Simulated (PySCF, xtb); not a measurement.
Sn(H)2(Et)(NH2) (C2H9NSn), SMILES [SnH2]([CH2]C)[NH2].

GFN2-xTB run with xtb 6.7.1 at its own geometry gives an orbital gap of 5.03 eV and a dipole moment of 1.60 D.

Coordinates come from a r2SCAN-D4/def2-SVP optimisation. The structure was generated by enumeration; whether it is a known compound was not checked. The def2 effective core potentials stand for the cores of Sn; spin–orbit coupling is left out. Other conformers were not sampled.

Problem. What does ωB97X/def2-TZVP in PySCF give? (An estimate is asked for; the answer gives what the named calculation found.)

Solution. gap 11.25 eV (levels -9.46 and 1.79 eV), dipole 0.87 D.
